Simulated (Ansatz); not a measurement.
Basis-set series for F2OTi, SMILES `[O]=[Ti]([F])[F]`. Total charge 0; spin multiplicity 1. Geometry: relaxed with PBE0-D4/def2-TZVP.

```tsv
functional	basis	functions	energy (Eh)	HOMO (eV)	LUMO (eV)
PBE0-D4	def2-SVP	73	-1123.75419	-9.61	-3.37
PBE0-D4	def2-QZVPP	264	-1124.24375	-9.84	-3.55
ωB97M-V	def2-SVP	73	-1124.09154	-12.03	-1.30
ωB97M-V	def2-QZVPP	264	-1124.58601	-12.30	-1.63
```

Question: Give the rows for def2-TZVPP. (Best estimate.)

Answer: Computed: 
```csv
functional,basis,functions,energy (Eh),HOMO (eV),LUMO (eV)
PBE0-D4,def2-TZVPP,157,-1124.21291,-9.83,-3.56
ωB97M-V,def2-TZVPP,157,-1124.55722,-12.29,-1.63
```

Scalar relativity is left out up to krypton.
